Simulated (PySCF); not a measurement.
# Reading the logs of faulty runs: H3NOSi2

These are calculations, not measurements. They come from PySCF 2.14.0, an open-source quantum chemistry program, on an isolated molecule that a program drew, which may never have been made. The molecule is H3NOSi2 (charge 0, singlet), drawn as the SMILES string `N=[SiH][Si]O`.

Each row is a Hartree-Fock (HF) and frozen-core CCSD(T) single point in the cc-pV(D+d)Z basis, meant for a local HF minimum. Run 1 is clean. Each other run has one planted mistake out of seven kinds, and not every kind appears here: one electron removed, one electron added, multiplicity raised by two, geometry at a saddle point, minimal basis STO-3G, one bond length entered in bohr, all coordinates scaled. The reference is restricted for singlets and unrestricted otherwise, and also for a bond in bohr. Adding or removing an electron swaps singlet and doublet. Electrons count all cores. HOMO and LUMO are orbital energies over both spins, the gradient is its largest component, and the lowest frequency (negative if imaginary) is given only where the gradient is small. Bond lengths are over the 6 bonds as drawn. T1 is the CCSD diagnostic: over 0.02 (restricted) or 0.045 (unrestricted) a single reference is doubtful.

Geometry of the clean run:
```xyz
7
H3NOSi2, angstrom
N    -1.4666    0.3477   -0.5498
Si   -1.0086   -1.0495    0.0411
Si    1.1967   -1.8592   -0.6539
O     1.2383   -3.2893    0.1714
H    -2.3495    0.7788   -0.3361
H    -1.8293   -1.8850    0.9792
H     0.5427   -3.6060    0.7300
```

| run | electrons | basis functions | <S^2> | HOMO (eV) | LUMO (eV) | gradient (hartree/bohr) | lowest frequency (cm^-1) | mean bond (Å) | longest bond (Å) | T1 | HF (hartree) | CCSD(T) (hartree) | mistake |
|---|---|---|---|---|---|---|---|---|---|---|---|---|---|
| 1 | 46 | 89 | 0.000 | -8.74 | 0.26 | 1.7e-05 | 55 | 1.5232 | 2.450 | 0.0207 | -708.88701 | -709.47388 | no fault |
| 2 | 47 | 89 | 0.818 | -1.07 | 6.84 | 4.5e-02 | - | 1.5232 | 2.450 | 0.0240 | -708.90163 | -709.48964 | one electron added |
| 3 | 46 | 31 | 0.000 | -5.52 | 5.62 | 4.1e-02 | - | 1.5232 | 2.450 | 0.0237 | -700.40264 | -700.63758 | minimal basis STO-3G |
| 4 | 46 | 89 | 2.167 | -7.60 | -0.32 | 4.4e-02 | - | 1.5232 | 2.450 | 0.0412 | -708.84903 | -709.41211 | ? |
| 5 | 46 | 89 | 0.000 | -8.91 | 0.12 | 2.7e-02 | - | 1.5765 | 2.536 | 0.0224 | -708.87837 | -709.47418 | ? |

**Which mistake was planted in run 4, and what did it cost?**

Electrons, basis and geometry are unchanged, and <S^2> is 2.167, beside S(S+1) = 2.00 for a multiplicity of 3. So the mistake is: multiplicity raised by two. Subtracting run 1 and multiplying by 627.51 kcal/mol a hartree, the energy moved by 23.8 kcal/mol in HF and 38.8 kcal/mol in CCSD(T).

**Which mistake was planted in run 5, and what did it cost?**

The mean and the longest bond both change by the same factor, 1.035, and the gradient is no longer small. So the mistake is: all coordinates scaled. Subtracting run 1 and multiplying by 627.51 kcal/mol a hartree, the energy moved by 5.4 kcal/mol in HF and -0.2 kcal/mol in CCSD(T).

Cautions from the logs. Run 1: T1 is over the limit, so its CCSD(T) energy is less reliable; run 3: T1 is over the limit, so its CCSD(T) energy is less reliable; run 5: T1 is over the limit, so its CCSD(T) energy is less reliable.
